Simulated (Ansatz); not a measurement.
Ansatz (a quantum-chemistry and plane-wave program) input (PBE0/6-31G*):

Ansatz 0.2 input:
```yaml
crystal:
  periodic: [false, false, false]
  atoms:
    - {symbol: C, position_ang: [2.67672240, -0.48056251, -0.20093306]}
    - {symbol: C, position_ang: [1.49358777, -0.26814969, -0.11211890]}
    - {symbol: B, position_ang: [0.01755224, -0.00315122, -0.00131759]}
    - {symbol: Cl, position_ang: [-0.62911043, 1.57112315, -0.41444997]}
    - {symbol: Cl, position_ang: [-1.06680729, -1.26664837, 0.54175714]}
    - {symbol: H, position_ang: [3.72097899, -0.66804201, -0.27932209]}
basis:
  gaussian:
    orbitals: 6-31G*
hamiltonian:
  xc: {name: PBE0}
```

End of the output:

```
integrals: 0.03 GiB planned
793 factors; integrals over basis functions are off by at most 9.2e-4 eV
0.15 GiB of the device are held for the grids
0.66 GiB of device memory are held for the factors and their scratch space
mean field: 0.16 GiB planned
mean field evaluation 1: about -27796.8772 eV, gradient 3.2e1 eV
mean field evaluation 2: about -27796.6896 eV, gradient 3.2e1 eV
mean field evaluation 4: about -27799.4620 eV, gradient 4.0e0 eV
mean field evaluation 8: about -27799.6420 eV, gradient 2.1e-1 eV
mean field evaluation 16: about -27799.6421 eV, gradient 7.0e-5 eV
mean field -27799.64211743 eV, -1021.6180045412 hartree, gradient 7.0e-5 eV, S^2 0.000000; 0 other end points of the search recorded, 0 dependent functions left out
reference -27799.64213639 eV, -1021.6180052381 hartree; 26, 26 occupied and 59, 59 virtual orbitals, 793 factors
Total energy: -27799.64213639 eV, -1021.6180052381 hartree
```
